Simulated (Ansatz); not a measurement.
Reactions of `[SeH][SiH]1[CH2][AlH]1`.

Program: Ansatz. Geometries: PBE0-D4/def2-TZVP. ΔE: electronic, gas phase. CCSD(T)/CBS is the MP2 limit (def2-TZVPP, def2-QZVPP) plus CCSD(T) − MP2 in def2-TZVPP, frozen cores. This one scheme is used for every species. DFT in def2-TZVPP. def2 core potentials past Kr. For Ge, Se, Te outer-core shells are correlated without core-valence functions, which leaves a few kJ/mol of doubt a bond. Scalar relativity is left out up to krypton. Each species was taken in one conformer, which may not be the lowest.

```csv
reaction,ωB97X-V (eV),CCSD(T)/CBS(def2) (eV)
`[SeH][SiH]1[CH2][AlH]1` + SiH₄ → `[SiH3][SiH]1[CH2][AlH]1` + H₂Se,0.54,0.59
`[SeH][SiH]1[CH2][AlH]1` + `[SiH3]BCl` → `[SiH3]B(Cl)[SeH]` + `[CH2]1[AlH][SiH2]1`,-0.16,-0.17
`[SeH][SiH]1[CH2][AlH]1` + `[OH][GeH2][SH]` → `[OH][GeH]([SH])[SeH]` + `[CH2]1[AlH][SiH2]1`,0.03,0.06
`[SeH][SiH]1[CH2][AlH]1` + `OPO` → `OP(O)[SeH]` + `[CH2]1[AlH][SiH2]1`,0.43,0.46
`[SeH][SiH]1[CH2][AlH]1` + `[SiH3][TeH]` → `[SeH][SiH2][TeH]` + `[CH2]1[AlH][SiH2]1`,0.06,0.07
```

Largest T1 diagnostic: 0.014, for `[SiH3][SiH]1[CH2][AlH]1`.
